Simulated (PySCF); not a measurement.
## C₆ coefficients of unlike pairs at PW91

Calculated with PySCF 2.14 from the dipole response of each species, C₆(A,B) = (3/π) ∫ α_A(iu) α_B(iu) du, in atomic units, from isotropic polarisabilities. For ions this is the dispersion term alone; charge-induced terms of lower order in 1/R come first.

```json
{"species": "Os(3+)", "configuration": "[Xe] 4f14 5d5 (6S)", "basis": "aug-cc-pwCVTZ-PP with ECP60MDF (8s8p7d4f3g)", "relativity": "core potential", "α (bohr³)": "7.148", "C₆ (like pair)": "38.72"}
{"species": "Sr(2+)", "configuration": "[Kr] (1S)", "basis": "def2-TZVPPD with the def2 core potential (28 electrons) (6s4p3d1f)", "relativity": "core potential", "α (bohr³)": "5.782", "C₆ (like pair)": "27.88"}
{"species": "C", "configuration": "[He] 2s2 2p2 (3P)", "basis": "dyall-av3z (15s9p3d2f)", "relativity": "none", "α (bohr³)": "13.22", "C₆ (like pair)": "53.65"}
```

(1) Estimate C₆ for C with Sr(2+).

No spin-orbit coupling is included.

The other pairs:

```csv
pair,C₆
"Sr(2+), Os(3+)",32.79
"C, Os(3+)",41.62
```

Results:

(1) The integral gives 35.22. The combination rule 2 C_A C_B / (C_A α_B/α_A + C_B α_A/α_B) gives 34.30 and the geometric mean 38.68.
